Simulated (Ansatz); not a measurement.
Reaction: H5BGeO (SMILES O[BH][GeH3]) → H2BO (SMILES [BH]O, doublet) + GeH3 (SMILES [GeH3], doublet) (the B-Ge bond breaks)
Each species at its own B3LYP-D3(BJ)/def2-TZVP minimum (Ansatz, a quantum-chemistry and plane-wave program), one conformer.

Total energies in hartree (Ansatz). Open shells are spin-unrestricted; no spin-orbit coupling. Correlated methods leave the cores frozen (noble-gas shells, and filled d and f shells in the p block). No relativity.

| species | HF/cc-pVTZ | CCSD(T)/cc-pVTZ | HF/cc-pVQZ | CCSD(T)/cc-pVQZ | CCSD(T)/cc-pVDZ | CCSDT(Q)/cc-pVDZ |
|---|---|---|---|---|---|---|
| 1: H5BGeO (SMILES O[BH][GeH3]) | -2177.92969 | -2178.45118 | -2177.94128 | -2178.49340 | -2178.24827 | -2178.25011 |
| 2: H2BO (SMILES [BH]O, doublet) | -100.72714 | -101.07275 | -100.73513 | -101.10352 | -100.96941 | -100.97058 |
| 3: GeH3 (SMILES [GeH3], doublet) | -2077.10825 | -2077.24865 | -2077.11207 | -2077.25871 | -2077.15285 | -2077.15348 |

Q: Work out the bond dissociation energy (electronic) in kcal/mol: take Hartree-Fock from cc-pVQZ, extrapolate the CCSD(T) correlation energy as X^-3 (X = 3, 4), and add CCSDT(Q) - CCSD(T) in cc-pVDZ. 1 hartree = 627.51 kcal/mol.

A: 
Species 1: correlation (64·(-0.55212) - 27·(-0.52149))/37 = -0.57447; step -0.00184; E1 = -2177.94128 + (-0.57447) + (-0.00184) = -2178.51759
Species 2: correlation (64·(-0.36839) - 27·(-0.34561))/37 = -0.38501; step -0.00117; E2 = -100.73513 + (-0.38501) + (-0.00117) = -101.12131
Species 3: correlation (64·(-0.14664) - 27·(-0.14040))/37 = -0.15119; step -0.00063; E3 = -2077.11207 + (-0.15119) + (-0.00063) = -2077.26389
-1·E1 +1·E2 +1·E3 = 0.13239 hartree = 83.1 kcal/mol.
